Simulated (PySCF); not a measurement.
## Lu(OH)3 at several levels of theory

Computed with PySCF 2.14.0 (density fitting, no spin-orbit coupling) at the geometry relaxed with PBE0:

```xyz
7
Lu(OH)3 (singlet in the valence; each metal's 4f electrons, 14 of them, lie in its core potential, out of spins and levels)
Lu    0.0000    0.0000    0.1375
O     1.9972    0.0000    0.1435
H     2.9513    0.0000    0.1497
O    -0.9986    1.7296    0.1435
H    -1.4756    2.5559    0.1497
O    -0.9986   -1.7296    0.1435
H    -1.4756   -2.5559    0.1497
```

```csv
level,basis,state,HOMO (eV),gap (eV),charge on Lu1 (e),population of f-type functions on Lu1 (polarisation alone where 4f lies in the core),dipole about the centre of mass (D),largest force component (eV/Å)
PBE0,"Lu lcecp-1-SVP with ECP60, O def2-SVP, H def2-SVP",singlet,-7.68,6.36,1.01,0.08,0.02,0.00
TPSSh,the same,singlet,-6.73,5.22,0.97,0.08,0.01,0.29
PBE0,"Lu lcecp-1-TZVP with ECP60, O def2-TZVP, H def2-TZVP",singlet,-7.91,6.52,1.62,0.08,0.02,0.25
```

In the lcecp rows the 4f levels are missing from HOMO and gap, and the state counts the valence alone.

Charges are Mulliken's, which hang on the basis. The relaxation used the grid (50, 194), these runs (75, 302) or, all-electron (x2c bases, spin-free X2C Hamiltonian), (99, 590).

A further run in the first row's basis gives HOMO (eV) -5.99, gap (eV) 3.91, charge on Lu1 (e) 0.79, population of f-type functions on Lu1 (polarisation alone where 4f lies in the core) 0.08, dipole about the centre of mass (D) 0.01, largest force component (eV/Å) 0.57. Which level was it?
A. M06-L
B. wB97X
C. PBE

C. The others give HOMO -10.17 eV (wB97X); -6.16 eV (M06-L).

An lcecp potential fixes the number of 4f electrons, so in runs with it no electron can move into or out of that shell.
